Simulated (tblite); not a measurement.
Species: C5H9AlO.
Bonds: C1–C2, C2–Al3, Al3–O4, O4–C5, C5–C6, C6–C7 (double), C5–C7. Hydrogens: H8, H9, H10 on C1; H11, H12 on C2; H13 on Al3; H14 on C5; H15 on C6; H16 on C7.

Computed with GFN2-xTB (tblite), gas phase: L-BFGS steps from a force-field or distance-geometry start until the largest atomic force falls under 0.01 eV/Å.

At the end of the run (lengths in Å): Al3–O4 1.648, Al3–H13 1.535, C6=C7 1.305, C5–H14 1.087, O4–C5 1.390, C7–H16 1.063, C1–C2 1.534, Al3–O4–C5 177.1°, C2–Al3–O4 126.6°, O4–C5–C6 119.5°, C6–C5–C7 52.0°, C1–C2–Al3–O4 -177°, O4–C5–C6–C7 -106°, O4–C5–C7–C6 106°, H13–Al3–C2–C1 3°, H11–C2–C1–H8 -60°.

Problem. These geometries were met on the way; a selection of coordinates is given. Order them by energy above the end point, lowest first.
A. Al3–O4 1.660, Al3–H13 1.589, C6=C7 1.306, C5–H14 1.088, O4–C5 1.397, C7–H16 1.067, C1–C2 1.531, Al3–O4–C5 153.3°, C2–Al3–O4 115.5°, O4–C5–C6 119.7°, C6–C5–C7 51.9°, C1–C2–Al3–O4 -163°, O4–C5–C6–C7 -110°, O4–C5–C7–C6 104°, H13–Al3–C2–C1 9°, H11–C2–C1–H8 -23°
B. Al3–O4 1.840, Al3–H13 1.618, C6=C7 1.350, C5–H14 1.128, O4–C5 1.362, C7–H16 1.102, C1–C2 1.496, Al3–O4–C5 105.8°, C2–Al3–O4 116.4°, O4–C5–C6 112.5°, C6–C5–C7 54.0°, C1–C2–Al3–O4 168°, O4–C5–C6–C7 -116°, O4–C5–C7–C6 95°, H13–Al3–C2–C1 -54°, H11–C2–C1–H8 -13°
C. Al3–O4 1.653, Al3–H13 1.573, C6=C7 1.315, C5–H14 1.083, O4–C5 1.424, C7–H16 1.057, C1–C2 1.538, Al3–O4–C5 139.0°, C2–Al3–O4 117.3°, O4–C5–C6 122.4°, C6–C5–C7 52.1°, C1–C2–Al3–O4 -170°, O4–C5–C6–C7 -103°, O4–C5–C7–C6 110°, H13–Al3–C2–C1 -6°, H11–C2–C1–H8 -22°
D. Al3–O4 1.648, Al3–H13 1.533, C6=C7 1.305, C5–H14 1.089, O4–C5 1.385, C7–H16 1.066, C1–C2 1.538, Al3–O4–C5 163.4°, C2–Al3–O4 115.9°, O4–C5–C6 119.9°, C6–C5–C7 51.9°, C1–C2–Al3–O4 -157°, O4–C5–C6–C7 -110°, O4–C5–C7–C6 105°, H13–Al3–C2–C1 24°, H11–C2–C1–H8 -26°
E. Al3–O4 1.672, Al3–H13 1.587, C6=C7 1.294, C5–H14 1.092, O4–C5 1.430, C7–H16 1.064, C1–C2 1.546, Al3–O4–C5 106.2°, C2–Al3–O4 119.7°, O4–C5–C6 118.8°, C6–C5–C7 51.6°, C1–C2–Al3–O4 166°, O4–C5–C6–C7 -113°, O4–C5–C7–C6 102°, H13–Al3–C2–C1 -48°, H11–C2–C1–H8 -10°

Solution. D (0.206 eV), A (0.336 eV), C (0.586 eV), E (1.084 eV), B (1.758 eV).

```json
{"step": "26", "E above end (eV)": "0.206", "rms distance from the end, all atoms (Å)": "0.555", "largest force (eV/Å)": "0.330", "rms shift of all bonds from the end (Å)": "0.003"}
{"step": "22", "E above end (eV)": "0.336", "rms distance from the end, all atoms (Å)": "0.585", "largest force (eV/Å)": "0.599", "rms shift of all bonds from the end (Å)": "0.015"}
{"step": "18", "E above end (eV)": "0.586", "rms distance from the end, all atoms (Å)": "0.619", "largest force (eV/Å)": "1.099", "rms shift of all bonds from the end (Å)": "0.018"}
{"step": "3", "E above end (eV)": "1.084", "rms distance from the end, all atoms (Å)": "0.841", "largest force (eV/Å)": "0.889", "rms shift of all bonds from the end (Å)": "0.020"}
{"step": "0", "E above end (eV)": "1.758", "rms distance from the end, all atoms (Å)": "0.853", "largest force (eV/Å)": "3.125", "rms shift of all bonds from the end (Å)": "0.059"}
```

Rows stand in the order of the answer.
